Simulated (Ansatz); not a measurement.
Problem. Name a neutral molecule of B, C, Ge, N and H with size of the dipole moment (ωB97M-V/def2-TZVPP) between 2.35 and 2.65 D and size of the dipole moment (B3LYP/def2-TZVPP) between 2.45 and 2.75 D (Ansatz, PBE0-D4/def2-TZVP geometry).

Solution. `B[CH]([GeH3])C=N` (2.61 D, 2.59 D); `BN/C=[N]/[GeH3]` (2.63 D, 2.57 D). Other molecules can fit too; these were computed, each in one conformer that needn't be the lowest.

B3LYP here is the variant with VWN-RPA as its local correlation; programs differ in this.
